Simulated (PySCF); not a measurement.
C6H9Cl.
SMILES: `[C@@]12(CCC[C@@H]2C1)Cl`

A PySCF run (density fitting, gas phase, GFN2-xTB geometry) gave HOMO -7.48 eV, LUMO 0.58 eV, dipole 2.23 D and E = -693.514 Eh.

**Question.** Which of these levels was it?
A. PBE0/def2-SVPD
B. HCTH407/pcSseg-1
C. HSE06/def2-SVP
D. PBE0/pcSseg-1

**Answer.** A. It is PBE0/def2-SVPD. All candidates on this geometry:

```tsv
level and settings	kind	basis functions	SCF cycles	E (Eh)	HOMO (eV)	LUMO (eV)	dipole (D)
HCTH407/pcSseg-1	GGA	171	14	-694.2429	-6.32	-0.23	2.01
HSE06/def2-SVP, fitting basis def2-qzvpp-jkfit, level shift 0.3 Eh	screened hybrid, exact exchange at short range	147	11	-693.5289	-6.89	0.95	1.93
PBE0/def2-SVPD	global hybrid	219	13	-693.5143	-7.48	0.58	2.23
PBE0/pcSseg-1	global hybrid	171	13	-693.7517	-7.45	0.95	2.14
```

The nearest other candidate, by the summed differences of HOMO and LUMO, is PBE0/pcSseg-1: its HOMO differs by +0.03 eV and its LUMO by +0.37 eV. Cycle counts include a coarse-grid stage where the run had one.
